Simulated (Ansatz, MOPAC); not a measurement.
Molecule: C₂H₃F₂, net charge 0, doublet state. SMILES: C[C](F)F

Atoms: C1, C2, F3, F4, H5, H6, H7. Bonds: C1-C2, C1-H5, C1-H6, C1-H7, C2-F3, C2-F4.

Bond lengths (Å) and angles (degrees) optimised at AM1 with MOPAC; PM3 with MOPAC; PM6 with MOPAC; PM7 with MOPAC; HF/STO-3G with Ansatz (a first-principles code); B3LYP/6-31G* with Ansatz, each started from the B3LYP-D3(BJ)/def2-TZVP structure (Ansatz) of the last column. A row stands for all coordinates that are equal there; 7 of 10 kinds are shown. 6-31G* holds six Cartesian d functions. No wavenumbers were computed at HF/STO-3G, so these may be saddle points.

```json
[
 {"coordinate": "C1-C2", "AM1": "1.479", "PM3": "1.482", "PM6": "1.466", "PM7": "1.468", "HF/STO-3G": "1.537", "B3LYP/6-31G*": "1.493", "B3LYP-D3(BJ)/def2-TZVP": "1.485"},
 {"coordinate": "C1-H5", "AM1": "1.119", "PM3": "1.098", "PM6": "1.105", "PM7": "1.105", "HF/STO-3G": "1.088", "B3LYP/6-31G*": "1.101", "B3LYP-D3(BJ)/def2-TZVP": "1.098"},
 {"coordinate": "C1-H6", "AM1": "1.117", "PM3": "1.097", "PM6": "1.104", "PM7": "1.105", "HF/STO-3G": "1.086", "B3LYP/6-31G*": "1.093", "B3LYP-D3(BJ)/def2-TZVP": "1.089"},
 {"coordinate": "C2-F3", "AM1": "1.332", "PM3": "1.324", "PM6": "1.313", "PM7": "1.307", "HF/STO-3G": "1.355", "B3LYP/6-31G*": "1.344", "B3LYP-D3(BJ)/def2-TZVP": "1.340"},
 {"coordinate": "C1-C2-F3", "AM1": "122.9", "PM3": "122.2", "PM6": "121.8", "PM7": "121.0", "HF/STO-3G": "116.1", "B3LYP/6-31G*": "115.0", "B3LYP-D3(BJ)/def2-TZVP": "115.5"},
 {"coordinate": "F3-C2-F4", "AM1": "109.2", "PM3": "108.3", "PM6": "107.1", "PM7": "107.7", "HF/STO-3G": "111.0", "B3LYP/6-31G*": "109.9", "B3LYP-D3(BJ)/def2-TZVP": "109.4"},
 {"coordinate": "C2-C1-H5", "AM1": "110.8", "PM3": "112.0", "PM6": "112.6", "PM7": "112.8", "HF/STO-3G": "111.3", "B3LYP/6-31G*": "110.8", "B3LYP-D3(BJ)/def2-TZVP": "110.4"}
]
```

Mean signed difference of all 6 bond lengths from B3LYP-D3(BJ)/def2-TZVP: AM1 0.009 Å, PM3 -0.003 Å, PM6 -0.006 Å, PM7 -0.007 Å, HF/STO-3G 0.011 Å, B3LYP/6-31G* 0.005 Å.
